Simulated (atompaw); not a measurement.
## Which change was made? (Hf, PAW (atompaw))

- Element: Hf
- Generator: atompaw 4.2.0.5
- Type: PAW
- Functional: LDA (PW92)
- Relativity: scalar-relativistic
- Frozen core: [Xe] 4f14
- Valence charge: 4
- Reference configuration: 5d2.5 6s1.5 6p0
- Partial waves: 6s (bound): rc 3.00 bohr; 6s channel at 0.45 Ry: rc 2.30 bohr; 6p (bound, empty): rc 3.00 bohr; 6p channel at 2.3 Ry: rc 3.00 bohr; 5d (bound): rc 2.35 bohr; 5d channel at 2.4 Ry: rc 2.35 bohr
- Local potential: troulliermartins scheme with l = 3 at 0.5 Ry, radius 2.20 bohr
- Core correction: smooth core density matched at 2.65 bohr
- Augmentation charge: sinc compensation charge, radius 2.55 bohr; PAW radius 3.00 bohr; waves and projectors: custom polynom gramschmidtortho

Cutoffs, loose and tight: the cutoffs (Ry, on a coarse ladder) from which the occupation-weighted sum of valence levels, in a spherical-Bessel basis at the reference potential, stays within 10 and 1 mRy of its value at 400 Ry. They see the waves, projectors and local potential, not the compensation charge or the core.

The base gives: outcome: generated; cutoff, loose: 21 Ry; cutoff, tight: 30 Ry; bound ghosts: p, d, s.

Q: After one change the result is: outcome: generated; cutoff, loose: 25 Ry; cutoff, tight: 30 Ry; bound ghosts: p, d, s. Which change was it?
A. reference 5d2 6s0.5 6p0
B. functional PBEsol
C. wave 6p channel at 2.3 Ry: rc 3.00 bohr becomes 6p channel at -0.08 Ry: rc 3.00 bohr
D. local potential troulliermartins scheme with l = 3 at 0.5 Ry, radius 2.94 bohr

A: B. The others give: local potential troulliermartins scheme with l = 3 at 0.5 Ry, radius 2.94 bohr → outcome: failed: atompaw: The overlap operator has at least one negative eigenvalue! | reference 5d2 6s0.5 6p0 → outcome: generated; cutoff, loose: 15 Ry; cutoff, tight: 25 Ry; bound ghosts: p, s | wave 6p channel at 2.3 Ry: rc 3.00 bohr becomes 6p channel at -0.08 Ry: rc 3.00 bohr → outcome: generated; cutoff, loose: 21 Ry; cutoff, tight: 30 Ry; bound ghosts: d, p, s.
